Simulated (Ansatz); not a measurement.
`F[SiH]([GaH2])[SeH]` + H₂O → `O[SiH](F)[SeH]` + `[GaH3]` at 298.15 K and 1 bar (formal hydrolysis of the Si–Ga bond).

Computed with Ansatz on PBE0-D4/def2-TZVP structures; ΔE is electronic, products minus reactants. CCSD(T)/CBS adds triple-zeta CCSD(T) − MP2 to the extrapolated MP2 energy (def2 sets, frozen cores). This one scheme is used for every species. For Ga, Se outer-core shells are correlated without core-valence functions, which leaves a few kJ/mol of doubt a bond. Scalar relativity is left out up to krypton. Each species was taken in one conformer, which may not be the lowest.

```csv
species,CCSD(T)/CBS energy (Eh),H − E (kJ/mol),S (J/(mol·K))
`F[SiH]([GaH2])[SeH]`,-4715.99501,111.7,381.2
H₂O,-76.37941,66.4,188.7
`O[SiH](F)[SeH]`,-2866.70409,109.8,331.7
`[GaH3]`,-1925.70545,59.6,218.4
```

H − E and S are ideal-gas, rigid-rotor, harmonic terms from PBE0-D4/def2-TZVP, for one conformer and one mirror image of each species. 1 Eh = 2625.50 kJ/mol, R = 8.31446 J/(mol·K).

By hand: ΔE, ΔH, ΔS and ΔG.

ΔE = (-2866.70409) + (-1925.70545) − (-4715.99501) − (-76.37941) = -0.03512 Eh = -92.2 kJ/mol. Δ(H − E) = 109.8 + 59.6 − 111.7 − 66.4 = -8.7, so ΔH = -100.9 kJ/mol. ΔS = 331.7 + 218.4 − 381.2 − 188.7 = -19.8 J/(mol·K). ΔG = -100.9 − 298.15 × (-19.8)/1000 = -95.0 kJ/mol.

By hand: the equilibrium constant, and the temperature at which ΔG would vanish if ΔH and ΔS stayed fixed.

log₁₀ K = −ΔG/(RT ln 10) = 16.6. ΔG = 0 at ΔH/ΔS = 5096 K, far beyond where these terms or the molecules hold.

ΔH outweighs TΔS. A doubt of 5 kJ/mol in ΔE shifts log₁₀ K by 0.9 here. Other conformers and mirror images would add mixing entropy, several J/(mol·K) or more a flexible species. Modes under 60 cm⁻¹, often nearly free rotors, make the harmonic entropy too high. These are equilibria of isolated gas molecules and say nothing of rates. Largest T1 diagnostic: 0.013 (customary marks: 0.02 for closed shells, 0.045 for open ones).
